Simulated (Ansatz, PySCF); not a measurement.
Reaction (SMILES): F[Si]F → F[Si]F as doublet, charge +1 + e-
Structures are relaxed separately at B3LYP-D3(BJ)/def2-TZVP in Ansatz (a program for electronic structure). Unstable Hartree-Fock reference: F[Si]F.

Quantity: adiabatic ionisation energy (0 K, with B3LYP-D3(BJ) harmonic zero-point energies from PySCF), in eV. Cores are frozen in the correlated levels unless marked. UHF or UKS for open shells. Spin-orbit coupling is left out. No relativistic terms. FCI takes restricted orbitals. CBS(X,Y): correlation extrapolated as X^-3; Hartree-Fock from the larger set.

```tsv
level	program	adiabatic ionisation energy (eV)
PBE/def2-TZVPD	Ansatz	10.59
revPBE-D4/def2-TZVPD	Ansatz + dftd4	10.54
BP86-D3(BJ)/def2-TZVPD	PySCF + dftd3	10.70
BP86-D4/def2-TZVPD	PySCF + dftd4	10.71
PBE0/def2-SVP	Ansatz	10.70
PBE0-D4/def2-TZVP	Ansatz + dftd4	10.57
BHLYP-D3(BJ)/def2-TZVPD	Ansatz + dftd3	10.63
```

**Question.** Estimate the value at CCSD(T)/CBS(cc-pV(T+d)Z,cc-pV(Q+d)Z) as computed with Ansatz.

**Answer.** 10.78 eV, so BHLYP-D3(BJ)/def2-TZVPD differs from it by -0.15 eV.
